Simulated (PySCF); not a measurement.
## Atomic charges by several schemes

Species: C3H11NO2Si.
SMILES with atom numbers: `[CH3:1][NH:2][SiH:3]([O:4][CH3:5])[O:6][CH3:7]` (hydrogens: H8, H9, H10 on C1; H11 on N2; H12 on Si3; H13, H14, H15 on C5; H16, H17, H18 on C7)

Structure used (GFN2-xTB), in Å, numbered top down from 1:
```
atom  x, y, z in Å
C1    -0.303    2.628   -0.074
N2     0.467    1.450   -0.395
Si3    0.009   -0.139    0.055
O4     0.927   -1.257   -0.684
C5     2.301   -1.458   -0.569
O6    -1.490   -0.255   -0.534
C7    -2.300   -1.389   -0.611
H8    -0.052    3.036    0.911
H9    -1.354    2.354   -0.077
H10   -0.135    3.401   -0.826
H11    1.454    1.650   -0.437
H12    0.031   -0.409    1.503
H13    2.535   -2.443   -0.975
H14    2.848   -0.699   -1.135
H15    2.623   -1.414    0.475
H16   -3.127   -1.165   -1.288
H17   -1.741   -2.245   -0.992
H18   -2.702   -1.639    0.375
```

Density: PBE0/pcSseg-1 (PySCF); schemes: Mulliken, IAO, Hirshfeld and ESP-fitted. One conformer (not necessarily the lowest) at the GFN2-xTB geometry, without solvent, vibrations or thermal averaging.

Question: Tabulate the Mulliken, IAO, Hirshfeld and ESP-fitted charges.

Answer: In e; atoms taken as equivalent share a row and are averaged (×n: the atom named and its like, n in all):

```tsv
atom	environment	Mulliken	IAO	Hirshfeld	ESP-fitted
C1	N-methyl carbon	-0.093	-0.295	-0.069	-0.160
N2	silicon-bound nitrogen	-0.686	-0.700	-0.254	-0.695
Si3	oxygen-bound silicon	+1.118	+1.413	+0.461	+0.761
O4/O6	silyl ether oxygen	-0.637	-0.646	-0.227	-0.330
C5/C7	methoxy carbon	-0.005	-0.194	-0.032	-0.187
H8/H9/H10	methyl hydrogen	+0.109	+0.137	+0.039	+0.094
H11	N–H hydrogen	+0.185	+0.250	+0.109	+0.369
H12	Si–H hydrogen	-0.186	-0.218	-0.105	-0.144
H13 (×6)	methyl hydrogen	+0.103	+0.136	+0.043	+0.104
```

Mean size of the charges over all atoms: IAO 0.321 e, Mulliken 0.250 e, ESP-fitted 0.226 e, Hirshfeld 0.105 e. Each set sums to the total charge, 0, to within 0.001 e. The ESP scheme is a least-squares fit of atom-centred charges to the potential on four shells outside the van der Waals surface, with the total charge fixed.

Some averages cover members that differ in this geometry: O4/O6, ESP-fitted -0.367 to -0.294; C5/C7, ESP-fitted -0.207 to -0.168; H13 (×6), ESP-fitted +0.088 to +0.126; H8/H9/H10, IAO +0.118 to +0.154 e.

Lowest charge. All schemes agree: Mulliken N2 (-0.686); IAO N2 (-0.700); Hirshfeld N2 (-0.254); ESP-fitted N2 (-0.695).

Highest charge. All schemes agree: Mulliken Si3 (+1.118); IAO Si3 (+1.413); Hirshfeld Si3 (+0.461); ESP-fitted Si3 (+0.761).

Question: How many electrons does the Mulliken scheme count on Si3?

Answer: Z − q = 14 − (+1.118) = 12.882.

Question: How closely do the schemes follow one another over all atoms?

Answer: Correlation coefficient and root-mean-square difference: IAO with Hirshfeld 0.99, 0.305 e; Mulliken with Hirshfeld 0.99, 0.236 e; Mulliken with IAO 0.98, 0.109 e; Hirshfeld with ESP-fitted 0.95, 0.161 e; IAO with ESP-fitted 0.95, 0.194 e; Mulliken with ESP-fitted 0.93, 0.154 e.

Question: Sum the charges by element, for elements with more than one atom.

Answer: 
| element | atoms | Mulliken | IAO | Hirshfeld | ESP-fitted |
| --- | --- | --- | --- | --- | --- |
| C | 3 | -0.103 | -0.682 | -0.132 | -0.535 |
| O | 2 | -1.273 | -1.293 | -0.453 | -0.661 |
| H | 11 | +0.945 | +1.261 | +0.378 | +1.130 |

The run behind these numbers computed NMR shieldings as well. The run took about 70 s of CPU time (one thread, shared machine).
